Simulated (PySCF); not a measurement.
H₆PSi, SMILES [SiH3][PH3+], charge +1.

The structure is a stationary point at PBE0-D3(BJ)/def2-TZVP. The isomer is the one that the SMILES or the coordinates give; other isomers of the formula were not compared.

All values below come from M06-2X/def2-TZVPD (PySCF).

Symmetry labels are those of the subgroup Cs that the program uses (full group C3v).

Computed valence orbital energies around the gap with their symmetry:
| orbital | symmetry | energy (eV) |
|---|---|---|
| HOMO−7 | A' | -110.93 |
| HOMO−6 | A' | -26.98 |
| HOMO−5 | A' | -22.22 |
| HOMO−4 | A" | -19.25 |
| HOMO−3 | A' | -19.25 |
| HOMO−2 | A" | -16.70 |
| HOMO−1 | A' | -16.70 |
| HOMO | A' | -16.64 |
| LUMO | A' | -4.76 |
| LUMO+1 | A' | -4.71 |
| LUMO+2 | A" | -4.71 |
| LUMO+3 | A' | -4.25 |
